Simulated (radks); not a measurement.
Effect of the nuclear size on the calcium ion Ca2+, [Ar]. Method: Dirac Kohn-Sham, relativistic LDA (MacDonald-Vosko exchange, VWN5 correlation), spin-unpolarised, spherical densities, finite nucleus; Fermi nuclear charge, rms radius 3.4776 fm; computed with a radial shooting solver on a logarithmic mesh with Libxc functionals. The rms radius is varied about that value; shifts are against it.

rms radius (fm),total energy shift (eV),density at nucleus (e/bohr^3),1s1/2 shift (meV),2s1/2 shift (meV),2p1/2 shift (meV),3s1/2 shift (meV)
3.0951,-0.00622,6118,-2.62,-0.208,0.031,-0.026
3.2759,-0.00337,6109,-1.42,-0.113,0.017,-0.014
3.4776,0,6099,0.000,0.000,0.000,0.000
3.7906,0.00561,6086,2.36,0.188,-0.028,0.024
4.2948,0.0156,6066,6.59,0.524,-0.077,0.067

Slopes of the eigenvalues against <r^2> in GHz/fm^2, as finite differences over the two radii next to the reference (eigenvalue slopes, not the field-shift constants of lines): 1s1/2 251, 2s1/2 20.0, 2p1/2 -2.95, 3s1/2 2.54.
